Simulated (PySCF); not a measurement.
# As(2+): ionisation energy

As(2+) [Ar] 3d10 4s2 4p1 (2P) → As(3+) [Ar] 3d10 4s2 (1S), as a difference of total energies. Calculation: PySCF 2.14, in x2c-SVPall; the spin-free X2C one-electron Hamiltonian (Gaussian nucleus). Correlated levels: valence: [Ar] 3d10 frozen. The calculations carry no spin-orbit coupling.

| method | ionisation energy (eV) | difference from reference (eV) |
| --- | --- | --- |
| UHF | 27.475 | -0.874 |
| MN15 | 28.232 | -0.117 |
| M06-L | 27.813 | -0.536 |
| MP2 (valence) | 27.638 | -0.711 |
| SCS-MP2 (valence) | 27.621 | -0.728 |
| CCSD (valence) | 27.726 | -0.623 |
| CCSD(T) (valence) | 27.739 | -0.610 |

Reference: 28.349 ± 0.012 eV (measured; NIST Atomic Spectra Database, ionization energies).

The reference lies between the lowest fine-structure levels, while these numbers refer to the centres of the terms.

Errors of the correlated levels include the incompleteness of this basis and the frozen core.
